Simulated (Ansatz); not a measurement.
Reaction (redistribution): `F[SiH](F)Br` + `C=CB(C)BCl` → `C=C[SiH](F)Br` + `CB(F)BCl`

Calculated with Ansatz (gas phase, PBE0-D4/def2-TZVP geometries, no zero-point term in ΔE). CCSD(T)/CBS adds triple-zeta CCSD(T) − MP2 to the extrapolated MP2 energy (def2 sets, frozen cores). Functionals use def2-TZVPP. B3LYP here is the variant with VWN-RPA as its local correlation; programs differ in this. For Br outer-core shells are correlated without core-valence functions, which leaves a few kJ/mol of doubt a bond. Scalar relativity is left out up to krypton. One conformer a species, not always the lowest.

| level | ΔE (eV) |
| --- | --- |
| r2SCAN-D4 | 0.22 |
| B2PLYP | 0.19 |
| r2SCAN | 0.21 |
| B3LYP | 0.16 |
| MP2/def2-TZVPP | 0.24 |
| CCSD/def2-TZVPP | 0.20 |
| HF/CBS(def2) | 0.19 |
| CCSD/CBS(def2) | 0.22 |

What does CCSD(T)/CBS give? (An estimate is asked.)

The calculation gave: +0.23 eV. The listed levels differ from it by -0.01, -0.04, -0.02, -0.07, 0.01, -0.03, -0.04, -0.01 eV.

Largest T1 diagnostic among the species: 0.013.

In def2-TZVPP, CCSD(T) changes the Hartree–Fock value by +0.04 eV (the triples alone add +0.00 eV) and MP2 by +0.08 eV.
